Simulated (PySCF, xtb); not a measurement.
H₅NPbSi, SMILES [NH2][Pb][SiH3] (connectivity only; charge and spin as stated), neutral, multiplicity 1.

xtb with GFN2-xTB at its own geometry gives an orbital gap of 2.14 eV and a dipole moment of 3.94 D.

The structure is a stationary point at PBE0-D3(BJ)/def2-SVP. The def2 effective core potentials stand for the cores of Pb; spin–orbit coupling is left out. The values are those of a single conformer.

Q: What does PBE/def2-TZVPD in PySCF give? (The exact figures need the calculation; the answer reports its results.)

A: gap 2.35 eV (levels -5.30 and -2.95 eV), dipole 2.06 D.
